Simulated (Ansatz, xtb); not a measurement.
# ClH2NSiZn: which of two structures lies lower

Structure I: `Cl[Si][NH][ZnH]`, a singlet. Structure II: a singlet given by its coordinates. Both are isolated molecules in the gas phase, relaxed with PBE0-D3(BJ)/def2-SVP; the shapes shown needn't be the lowest conformers.

I (Å):

```xyz
6

Cl   -2.0840   -2.6552    0.7493
N    -0.3134   -0.4349   -0.1033
Si   -0.8579   -1.8887   -0.8139
Zn    0.8242    0.7554   -0.9496
H    -0.6340   -0.2112    0.8416
H     1.7613    1.7401   -1.6410
```

II (Å):

```xyz
6

Cl   -0.5480    1.1309    2.1245
N     1.7362   -0.0520    0.9010
Si    0.5934   -0.7681    1.9135
Zn    1.4597    1.7874    0.5301
H     2.5030   -0.6182    0.5420
H     1.5725    3.2271    0.0111
```

Close contacts (Å): Cl1–Si3 2.23, Cl1–Zn4 2.65, N2–Si3 1.69, N2–Zn4 1.90, N2–H5 1.02, Zn4–H6 1.53.

Energies in hartree; the thermal terms are from PBE0-D3(BJ)/def2-SVP harmonic frequencies (ideal gas, rigid rotor, one conformer each, 298.15 K, 1 atm) and include the zero-point energy:

|  | I | II |
| --- | --- | --- |
| E, CCSD(T)/def2-TZVP | −2583.103603 | −2583.110342 |
| zero-point energy | 0.023758 | 0.023856 |
| H(298 K) − E | 0.030755 | 0.030704 |
| G(298 K) − E | −0.007857 | −0.007116 |

**Question.** Work out ΔE, ΔE₀, ΔH and ΔG for I → II in kcal/mol (1 Eh = 627.51 kcal/mol) and the equilibrium ratio [II]/[I].

**Answer.** 1. ΔE = −2583.110342 − (−2583.103603) = −0.006739 Eh = −4.23 kcal/mol.
2. ΔE₀ = ΔE + ΔZPE = −0.006739 + (+0.000098) Eh = −4.17 kcal/mol.
3. ΔH = ΔE + (−0.000051) Eh = −4.26 kcal/mol.
4. ΔG = ΔE + (+0.000741) Eh = −3.76 kcal/mol, so ΔS = (ΔH − ΔG)/T = −7.0 J/(mol K).
5. kT = 0.9442 mEh, so K = [II]/[I] = exp(−ΔG/kT) = exp(+6.35) ≈ 570.

Structure II is favoured at this temperature. An error of 1 kcal/mol in ΔG would change K by a factor of 5.4. Mirror images and further conformers aren't counted.

Other levels gave ΔE = −6.6 (PBE0-D3(BJ)/def2-SVP); −3.7 (HF/def2-TZVP); −3.4 (MP2/def2-TZVP) kcal/mol. The correlated steps freeze 16 core orbitals; the last core shell of Zn is correlated, in a basis made for valence electrons. Programs: Ansatz 0.2.0.
